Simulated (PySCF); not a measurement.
IRb (SMILES [Rb][I]), singlet, geometry from GFN2-xTB (such geometries of metal compounds can be far from the true shape) (all electrons, no relativity); BLYP/3-21G in PySCF.

Here is a job for PySCF.
```python
from pyscf import gto, scf, dft

mol = gto.Mole()
mol.atom = '''
    Rb   -0.00000000   -0.00000000   -1.91534858
    I     0.00000000    0.00000000    1.33713014
'''
mol.basis = '3-21g'
mol.verbose = 4
mol.build()

mf = dft.RKS(mol)
mf.xc = 'blyp'
mf.kernel()
mf.analyze()
```

Task: Predict the main parts of the log of this PySCF run.

Result: 
```
PySCF version 2.14.0

[INPUT] verbose = 4
[INPUT] num. atoms = 2
[INPUT] num. electrons = 90
[INPUT] charge = 0
[INPUT] spin (= nelec alpha-beta = 2S) = 0
[INPUT] symmetry False subgroup None
[INPUT] Mole.unit = angstrom
[INPUT] Symbol           X                Y                Z      unit          X                Y                Z       unit  Magmom
[INPUT]  1 Rb     0.000000000000   0.000000000000  -1.915348580000 AA    0.000000000000   0.000000000000  -3.619484249275 Bohr   0.0
[INPUT]  2 I      0.000000000000   0.000000000000   1.337130140000 AA    0.000000000000   0.000000000000   2.526809757501 Bohr   0.0

nuclear repulsion = 319.054050756132
number of shells = 25
number of NR pGTOs = 147
number of NR cGTOs = 57
basis = 3-21g
ecp = {}

******** <class 'pyscf.dft.rks.RKS'> ********
method = RKS
initial guess = minao
damping factor = 0
level_shift factor = 0
DIIS = <class 'pyscf.scf.diis.CDIIS'>
diis_start_cycle = 1
diis_space = 8
diis_damp = 0
SCF conv_tol = 1e-09
SCF conv_tol_grad = None
SCF max_cycles = 50
direct_scf = True
direct_scf_tol = 1e-13
XC library pyscf.dft.libxc version 7.1.2
    S. Lehtola, C. Steigemann, M. J. T. Oliveira, and M. A. L. Marques,  SoftwareX 7, 1–5 (2018)
XC functionals = blyp
    A. D. Becke,  Phys. Rev. A 38, 3098 (1988)
    C. Lee, W. Yang, and R. G. Parr,  Phys. Rev. B 37, 785 (1988)
    B. Miehlich, A. Savin, H. Stoll, and H. Preuss,  Chem. Phys. Lett. 157, 200 (1989)
radial grids:
    Treutler-Ahlrichs [JCP 102, 346 (1995); DOI:10.1063/1.469408] (M4) radial grids

becke partition: Becke, JCP 88, 2547 (1988); DOI:10.1063/1.454033
pruning grids: <function nwchem_prune>
grids dens level: 3
symmetrized grids: False
atomic radii adjust function: <function treutler_atomic_radii_adjust>
small_rho_cutoff = 0
Set gradient conv threshold to 3.16228e-05
Initial guess from minao.
tot grids = 43872
init E= -9795.88316439427
  HOMO = -0.31051698584446  LUMO = -0.1040556027972  gap/eV = 5.61810
cycle= 1 E= -9816.51833655141  delta_E= -20.6  |g|= 0.313  |ddm|= 1.19
  HOMO = -0.0558334402572497  LUMO = -0.0519550262096867  gap/eV = 0.10554
cycle= 2 E= -9815.65260417233  delta_E= 0.866  |g|= 1.15  |ddm|= 3.31
  HOMO = -0.154621490358905  LUMO = -0.0671079674222508  gap/eV = 2.38136
cycle= 3 E= -9816.56790623432  delta_E= -0.915  |g|= 0.0375  |ddm|= 2.79
  HOMO = -0.131612846073168  LUMO = -0.0801654610451907  gap/eV = 1.39995
cycle= 4 E= -9816.56905143399  delta_E= -0.00115  |g|= 0.0274  |ddm|= 0.376
  HOMO = -0.137460844056973  LUMO = -0.0811887992278617  gap/eV = 1.53124
cycle= 5 E= -9816.56964818805  delta_E= -0.000597  |g|= 0.00313  |ddm|= 0.113
  HOMO = -0.138629112971306  LUMO = -0.0815501818360743  gap/eV = 1.55320
cycle= 6 E= -9816.56965536042  delta_E= -7.17e-06  |g|= 9.87e-05  |ddm|= 0.0125
  HOMO = -0.138634807046609  LUMO = -0.0815244805903278  gap/eV = 1.55405
cycle= 7 E= -9816.56965536856  delta_E= -8.14e-09  |g|= 4.35e-06  |ddm|= 0.000534
  HOMO = -0.138632397818501  LUMO = -0.0815223831736667  gap/eV = 1.55404
cycle= 8 E= -9816.56965536856  delta_E= -1.82e-12  |g|= 2.98e-07  |ddm|= 2.12e-05
  HOMO = -0.138632147579171  LUMO = -0.08152229413472  gap/eV = 1.55404
Extra cycle  E= -9816.56965536854  delta_E= 1.64e-11  |g|= 5.78e-07  |ddm|= 4.19e-06
converged SCF energy = -9816.56965536854
**** SCF Summaries ****
Total Energy =                       -9816.569655368544773
Nuclear Repulsion Energy =             319.054050756132256
One-electron Energy =               -14186.535998238872708
Two-electron Energy =                 4050.912292114195679
Two-electron Coulomb Energy =         4327.136225859949263
DFT Exchange-Correlation Energy =     -276.223933745753584
HOMO-LUMO gap [eV] =                     1.554038267622577
**** MO energy ****
MO #1   energy= -1155.91690822418  occ= 2
MO #2   energy= -538.443590324262  occ= 2
MO #3   energy= -174.289443736064  occ= 2
MO #4   energy= -163.184778089388  occ= 2
MO #5   energy= -163.184283594117  occ= 2
MO #6   energy= -163.184283594117  occ= 2
MO #7   energy= -71.0818512598619  occ= 2
MO #8   energy= -64.3368908696077  occ= 2
MO #9   energy= -64.3368908696074  occ= 2
MO #10  energy= -64.3367821955154  occ= 2
MO #11  energy= -35.0690108561009  occ= 2
MO #12  energy= -30.2968003953689  occ= 2
MO #13  energy= -30.2956057653736  occ= 2
MO #14  energy= -30.2956057653735  occ= 2
MO #15  energy= -22.3401155994471  occ= 2
MO #16  energy= -22.3398607032024  occ= 2
MO #17  energy= -22.3398607032024  occ= 2
MO #18  energy= -22.3391142129278  occ= 2
MO #19  energy= -22.3391137107833  occ= 2
MO #20  energy= -10.5047393830076  occ= 2
MO #21  energy= -8.09499969710659  occ= 2
MO #22  energy= -8.09499969710656  occ= 2
MO #23  energy= -8.09434278932501  occ= 2
MO #24  energy= -6.01311494259604  occ= 2
MO #25  energy= -4.35758108312659  occ= 2
MO #26  energy= -4.35357271149314  occ= 2
MO #27  energy= -4.35357271149311  occ= 2
MO #28  energy= -3.80975061924192  occ= 2
MO #29  energy= -3.80975011725231  occ= 2
MO #30  energy= -3.80928396329544  occ= 2
MO #31  energy= -3.80928396329538  occ= 2
MO #32  energy= -3.80920028344823  occ= 2
MO #33  energy= -1.82067763848913  occ= 2
MO #34  energy= -1.81939927499101  occ= 2
MO #35  energy= -1.81939927499096  occ= 2
MO #36  energy= -1.81601385073965  occ= 2
MO #37  energy= -1.81599525882614  occ= 2
MO #38  energy= -1.16037502153192  occ= 2
MO #39  energy= -0.611472312522915 occ= 2
MO #40  energy= -0.611472312522901 occ= 2
MO #41  energy= -0.610426765476134 occ= 2
MO #42  energy= -0.470198334501832 occ= 2
MO #43  energy= -0.152752957221575 occ= 2
MO #44  energy= -0.138632147579191 occ= 2
MO #45  energy= -0.138632147579171 occ= 2
MO #46  energy= -0.08152229413472  occ= 0
MO #47  energy= -0.0199500233974648 occ= 0
MO #48  energy= -0.0199500233974488 occ= 0
MO #49  energy= -0.00215023268575809 occ= 0
MO #50  energy= 0.0162075570858012 occ= 0
MO #51  energy= 0.0376452470598216 occ= 0
MO #52  energy= 0.0376452470598481 occ= 0
MO #53  energy= 0.0645440894465283 occ= 0
 ** Mulliken pop on meta-lowdin orthogonal AOs  **
 ** Mulliken pop  **
 ** Mulliken atomic charges  **
charge of    0Rb =      0.72784
charge of    1I =     -0.72784
Dipole moment(X, Y, Z, Debye):  0.00000,  0.00000, -11.83414
```
